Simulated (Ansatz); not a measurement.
`BCN=C` + `C[SiH](S)Cl` → `BS[SiH](C)Cl` + `C=NC` at 700 K and 1 bar (ligand exchange at a B–C bond).

Gas-phase electronic energies from Ansatz, PBE0-D4/def2-TZVP geometries. CCSD(T)/CBS is the MP2 limit (def2-TZVPP, def2-QZVPP) plus CCSD(T) − MP2 in def2-TZVPP, frozen cores. Each species was taken in one conformer, which may not be the lowest.

```csv
species,CCSD(T)/CBS energy (Eh),H − E (kJ/mol),S (J/(mol·K))
`BCN=C`,-159.15053,268.4,391.7
`C[SiH](S)Cl`,-1187.79090,221.6,448.1
`BS[SiH](C)Cl`,-1213.19788,272.5,501.2
`C=NC`,-133.77870,225.1,327.9
```

H − E and S are ideal-gas, rigid-rotor, harmonic terms from PBE0-D4/def2-TZVP, for one conformer and one mirror image of each species. 1 Eh = 2625.50 kJ/mol, R = 8.31446 J/(mol·K).

Problem. By hand: ΔE, ΔH, ΔS and ΔG.

Solution. ΔE = (-1213.19788) + (-133.77870) − (-159.15053) − (-1187.79090) = -0.03515 Eh = -92.3 kJ/mol. Δ(H − E) = 272.5 + 225.1 − 268.4 − 221.6 = 7.6, so ΔH = -84.7 kJ/mol. ΔS = 501.2 + 327.9 − 391.7 − 448.1 = -10.7 J/(mol·K). ΔG = -84.7 − 700 × (-10.7)/1000 = -77.2 kJ/mol.

Problem. By hand: the equilibrium constant, and the temperature at which ΔG would vanish if ΔH and ΔS stayed fixed.

Solution. log₁₀ K = −ΔG/(RT ln 10) = 5.8. ΔG = 0 at ΔH/ΔS = 7916 K, far beyond where these terms or the molecules hold.

The number of gas molecules stays the same, so ΔS is small and ΔH decides. A doubt of 5 kJ/mol in ΔE shifts log₁₀ K by 0.4 here. Other conformers and mirror images would add mixing entropy, several J/(mol·K) or more a flexible species. Modes under 60 cm⁻¹, often nearly free rotors, make the harmonic entropy too high. These are equilibria of isolated gas molecules and say nothing of rates. Largest T1 diagnostic: 0.012 (customary marks: 0.02 for closed shells, 0.045 for open ones).
